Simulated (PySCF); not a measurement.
# Electron correlation in Pb (lead, neutral)

[Xe] 4f14 5d10 6s2 6p1 6d1, one real determinant (an excited configuration). Computed with PySCF 2.14 in x2c-TZVPPall with one added diffuse shell each of s, p, d, f type (12s8p7d4f, 99 functions), with scalar relativity by spin-free X2C-1e. Frozen: [Kr] 4d10 4f14; 22 electrons correlated.

```json
{"level": "CCSD", "correlation energy (mhartree)": "-453.69"}
{"level": "(T)", "correlation energy (mhartree)": "-10.13"}
{"level": "CCSD(T)", "correlation energy (mhartree)": "-463.82"}
```

Diagnostics: T1 = 0.013, D1 = 0.0668, largest double amplitude 0.066.

Problem. Is a single reference adequate?

Solution. Yes, within this model without spin-orbit coupling: T1 lies below 0.03 and no double amplitude reaches 0.07.

The reference is one real determinant that mixes LS terms of this configuration.

This basis was not built for core-valence correlation, so the inner-shell part is incomplete.
